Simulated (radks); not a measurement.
Results of a calculation; reference values are marked as such.
Spherical quantum dot in the effective-mass picture: electrons in a parabolic well V = omega^2 r^2 / 2 with omega = 0.22, all in effective atomic units (hartree* = m*/eps^2 hartree, bohr* = eps/m* bohr), one dielectric constant everywhere. Level of theory: non-relativistic Kohn-Sham, LDA (Slater exchange, Perdew-Wang correlation), spin-polarised, spherical densities (a radial shooting solver with Libxc functionals). Levels are named by radial order and angular momentum (1s, 1p, 1d, 2s, ...), and open shells are averaged over m. At N = 19 the configuration is 1s2 1p6 1d10 2s(up 1, down 0). Does electron 20 go into 2s down or 1f up or 1f down?

Answer. Into 2s down. The total energies of the other choices lie higher by 0.0422 hartree* (1f up), 0.0444 hartree* (1f down).
